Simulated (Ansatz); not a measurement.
Ideal-gas functions of AlFH2SSi, SMILES `[F][Al]1[SiH2][S]1` at 500 K and 1 bar, from an Ansatz frequency run at PBE0-D4/def2-TZVP.

Molar mass 108.15 g/mol, point group Cs (symmetry number 1), electronic degeneracy 1, moments of inertia 79.884, 217.844, 291.84 u Å². Harmonic wavenumbers (cm⁻¹, unscaled): 163, 167, 349, 414, 438, 518, 583, 695, 909, 953, 2215, 2227.

Use S(trans) = R[1.5 ln M + 2.5 ln T − 1.1517]; rotational temperatures θ = 24.2544 K / I; S(rot) = R[ln(√π/σ · √(T³/θAθBθC)) + 1.5]; for each mode x = 1.438777 ν̃/T, S = R[x/(eˣ − 1) − ln(1 − e⁻ˣ)] and H = RT x/(eˣ − 1); 1 cm⁻¹ = 0.0119627 kJ/mol; R = 8.31446 J/(mol·K).

Q: By hand: the entropy, in J/(mol·K).

A: Translation 178.0. Rotation: θ = 0.3036, 0.1113, 0.0831 K, giving 119.2. Vibration, mode by mode: 14.68, 14.49, 8.62, 7.33, 6.92, 5.72, 4.92, 3.81, 2.35, 2.12, 0.10, 0.10, in all 71.2. Electronic 0.0. Sum 368.4 J/(mol·K).

Q: By hand: H − E and G − E in kJ/mol, counted from the electronic energy.

A: Zero-point energy ½ × 9631 × 0.0119627 = 57.6; thermal vibration 19.6; translation, rotation and pV give 4 RT = 16.6. H − E = 93.8 kJ/mol, and G − E = 93.8 − 500 × 368.4/1000 = -90.4 kJ/mol.

Vibration gives 19 % of the entropy.
